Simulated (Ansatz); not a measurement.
# How methods differ on GeSiH3ClO (SMILES Cl[SiH]1[O][GeH2]1)

The species is GeSiH3ClO (7 atoms), meant as a singlet with charge 0. SMILES: `Cl[SiH]1[O][GeH2]1`. The shape was relaxed beforehand at PBE0/def2-SVP.

Quantity: the adiabatic ionisation energy (to the doublet cation, shapes relaxed at PBE0/def2-SVP, no zero-point term), in eV. The values are calculated.

```
           level                    kind  program  value (eV)
     HF/def2-SVP            Hartree–Fock   Ansatz        7.46
    PBE/def2-SVP                     GGA   Ansatz        8.33
  B3LYP/def2-SVP           global hybrid   Ansatz        8.37
wB97M-V/def2-SVP  range-separated hybrid   Ansatz        8.38
    MP2/def2-SVP     perturbation theory   Ansatz        8.17
```

All-electron rows without a relativistic Hamiltonian named are non-relativistic. The values span 7.46 to 8.38 eV. In the correlated wave-function rows the outer d shell of Ge is correlated, in sets not made for it.
